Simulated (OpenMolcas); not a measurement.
Pd2+: ligand-field states by method

Pd2+ with its 8 nearest fluoride ions at 2.373 Å, on the Sr site of SrF2 (a = 5.796 Å, distance in the model lattice 2.510 Å). The rest of the host is ab initio model potentials to 7.6 Å and point charges beyond; the distance is set by hand and nothing relaxes. Ligand basis ANO-RCC-VDZP.

```
Program             : OpenMolcas 26.06
Basis               : ANO-RCC-VDZP [6s5p3d1f]
Scalar Hamiltonian  : DKH2, point nucleus
Active space        : 8 electrons in 5 orbitals (4d)
State averaging     : 2S+1 = 3 even, 10 roots; 2S+1 = 1 even, 15 roots
Spin-orbit coupling : RASSI with atomic mean-field integrals over the reference wave functions
```

I. CASSCF
II. SS-CASPT2, IPEA 0.25 Eh, imaginary shift 0.1 Eh (closed shells correlated: 4s 4p and the ligand valence shells)

Spin-free states (labels of O, the rotations of Oh) in cm-1, each column counted from its own energy of the first state listed:

```tsv
State	Degeneracy	I	II
3T1	3	0	0
3T2	3	4601	5420
3A2	1	9985	12810
1T2	3	12888	9320
1E	2	13510	10390
3T1	3	17325	15780
1T2	3	20475	18130
1T1	3	22494	20580
1A1	1	22557	19380
1E	2	25285	25500
1A1	1	49174	42440
```

From I to II, I's first state of the same spin (3T2) moves from 4601 to 5420 cm-1, by about +820 cm-1.

From I to II, I's first state of another spin (1T2) moves from 12888 to 9320 cm-1, by about -3600 cm-1.

I: A least-squares ligand-field fit to the states below 45000 cm-1, each weighted by its degeneracy and with a free common offset, gives 10Dq = -5405 cm-1 (negative for this site), B = 900 cm-1 and C = 3561 cm-1 (C/B = 3.96), with an rms deviation of 35 cm-1. The same method and metal basis give the free ion B = 935 cm-1 (fit to its terms below 60000 cm-1, rms deviation 8 cm-1), so the nephelauxetic ratio is β = 900 / 935 = 0.96; it hangs on how both fits weigh the states, and computed free-ion B values tend to be too large, so β mixes covalency with correlation.

II: A least-squares ligand-field fit to the states below 45000 cm-1, each weighted by its degeneracy and with a free common offset, gives 10Dq = -7318 cm-1 (negative for this site), B = 740 cm-1 and C = 2788 cm-1 (C/B = 3.77), with an rms deviation of 360 cm-1. The same method and metal basis give the free ion B = 871 cm-1 (fit to its terms below 60000 cm-1, rms deviation 524 cm-1), so the nephelauxetic ratio is β = 740 / 871 = 0.85; it hangs on how both fits weigh the states, and computed free-ion B values tend to be too large, so β mixes covalency with correlation.

From I to II, 10Dq changes by +35 %, B by -18 % and C by -22 %.

χT at 300 K: I 1.75, II 1.63 cm3 K/mol.

Roots that are degenerate in the reference are averaged as groups; the widest CASPT2 spread within a group is 470 cm-1 (the 3-fold group of multiplicity 3 near 5420 cm-1 above the lowest state of its run, II). Shifts and gaps below about the spread of the groups concerned are not significant. Over all roots computed the reference weight is 0.67 to 0.68 in II; a low but even weight reflects the number of correlated electrons. An orbital triplet at a regular site is open to Jahn-Teller coupling, which can distort the site and quench the lowest spin-orbit gaps and is left out. Real 4d8 and 5d8 ions are as a rule square planar and diamagnetic. Ligand-to-metal charge-transfer states are missing. With no ligand orbital active B as a rule stays too high, so bands that hang on it stand too high and its fall with covalency is understated. Without dynamic correlation the repulsion within the d shell is too large (B by tens of per cent), so at a given field states of lower spin stand too high (holds for I). With metal d orbitals alone the field can be off either way by tens of per cent (holds for I). With one d shell and no ligand orbital active, 10Dq can be off by a tenth or more (holds for II). Free-ion shares, where given, are those of the reference states; single-state CASPT2 does not remix them (holds for II). No measured value stands beside these numbers; the geometry was set by hand and not optimised.
